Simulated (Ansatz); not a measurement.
`N[Si](F)(Cl)Cl` → F• + `N[Si](Cl)Cl`•  (homolysis of the F–Si bond)

Calculated with Ansatz (gas phase, PBE0-D4/def2-TZVP geometries, no zero-point term in ΔE). CCSD(T)/CBS is the MP2 limit (def2-TZVPP, def2-QZVPP) plus CCSD(T) − MP2 in def2-TZVPP, frozen cores. This one scheme is used for every species, atoms too. DFT in def2-TZVPP. Open shells (•) are unrestricted, without spin–orbit coupling. Spin–orbit coupling would lower the free atoms: a little for F. One conformer a species, not always the lowest.

```json
{"level": "revPBE-D4", "ΔE (kJ/mol)": "626.1"}
{"level": "MP2/def2-SVP", "ΔE (kJ/mol)": "649.0"}
```

Question: What does CCSD(T)/CBS give? (An estimate is asked.)

Answer: The calculation gave: +672.6 kJ/mol. The listed levels differ from it by -46.5, -23.6 kJ/mol.

Largest T1 diagnostic among the species: 0.013.

At CCSD(T), def2-SVP lies −55.5 kJ/mol from the extrapolated value and def2-TZVPP −18.9 kJ/mol: correlation converges slowly with the basis, and small sets miss more of it in the bonded molecule than in its fragments. From BLYP to BHLYP (50 % exact exchange), in def2-TZVPP and without D4, ΔE moves by −7.4 kJ/mol: exact exchange takes away binding that semilocal exchange gives to molecules. In def2-TZVPP, CCSD(T) changes the Hartree–Fock value by +145.7 kJ/mol (the triples alone add +7.8 kJ/mol) and MP2 by +178.7 kJ/mol; breaking electron pairs costs correlation energy, which Hartree–Fock lacks.

CCSD(T)/CBS has its own doubt, a few kJ/mol and more with outer-core shells, so smaller differences from it don't rank the levels.
